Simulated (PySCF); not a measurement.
**C₆ coefficients of unlike pairs at PBE**

Calculated with PySCF 2.14 from the dipole response of each species, C₆(A,B) = (3/π) ∫ α_A(iu) α_B(iu) du, in atomic units, from isotropic polarisabilities. For ions this is the dispersion term alone; charge-induced terms of lower order in 1/R come first.

```json
{"species": "Te", "configuration": "[Kr] 4d10 5s2 5p4 (3P)", "basis": "aug-cc-pwCVDZ-PP with ECP28MDF (6s5p4d1f)", "relativity": "core potential", "α (bohr³)": "39.43", "C₆ (like pair)": "439.1"}
{"species": "Si⁺", "configuration": "[Ne] 3s2 3p1 (2P)", "basis": "dyall-acv3z (19s12p6d4f)", "relativity": "none", "α (bohr³)": "19.12", "C₆ (like pair)": "101.0"}
{"species": "Ti³⁺", "configuration": "[Ar] 3d1 (2D)", "basis": "aug-cc-pVDZ (7s6p4d2f)", "relativity": "none", "α (bohr³)": "2.091", "C₆ (like pair)": "5.079"}
{"species": "N²⁺", "configuration": "[He] 2s2 2p1 (2P)", "basis": "dyall-av3z (15s9p3d2f)", "relativity": "none", "α (bohr³)": "2.587", "C₆ (like pair)": "3.670"}
```

Task: Estimate C₆ for Ti³⁺ with Si⁺.

Result: The integral gives 18.10. The combination rule 2 C_A C_B / (C_A α_B/α_A + C_B α_A/α_B) gives 17.85 and the geometric mean 22.65.

No spin-orbit coupling is included.

The other pairs:

| pair | C₆ |
| --- | --- |
| N²⁺, Te | 38.29 |
| N²⁺, Si⁺ | 18.08 |
| Si⁺, Te | 210.3 |
| Ti³⁺, Te | 39.05 |
| N²⁺, Ti³⁺ | 4.110 |
